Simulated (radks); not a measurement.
Values are calculated unless marked as measured or tabulated.
Coulomb parameter of the 5d shell of the tungsten ion W+ in the model configuration [Xe] 4f14 5d3 6s1 6p1, as a second difference U = [E(n + 1) + E(n - 1) - 2 E(n)] / (1)^2 with all orbitals relaxed. "Bare": the charge of the atom changes with n. "Screened": the 6p shell takes up the change at fixed total charge, which measures U(5d,5d) + U(6p,6p) - 2 U(5d,6p). Level of theory: scalar-relativistic Kohn-Sham, LDA (Slater exchange, Perdew-Wang correlation), spin-unpolarised, spherical densities, point nucleus (a radial shooting solver on a logarithmic mesh with Libxc functionals).

| case | configuration | E - E(n) (eV) |
|---|---|---|
| start | [Xe] 4f14 5d3 6s1 6p1 | 0.000 |
| bare +1 | [Xe] 4f14 5d4 6s1 6p1 | -10.401 |
| bare -1 | [Xe] 4f14 5d2 6s1 6p1 | 20.214 |
| screened +1 | [Xe] 4f14 5d4 6s1 | -5.847 |
| screened -1 | [Xe] 4f14 5d2 6s1 6p2 | 7.718 |

U(bare) = 9.813 eV, U(screened by 6p) = 1.871 eV, against the Slater integral F0(5d,5d) = 13.251 eV with frozen orbitals.
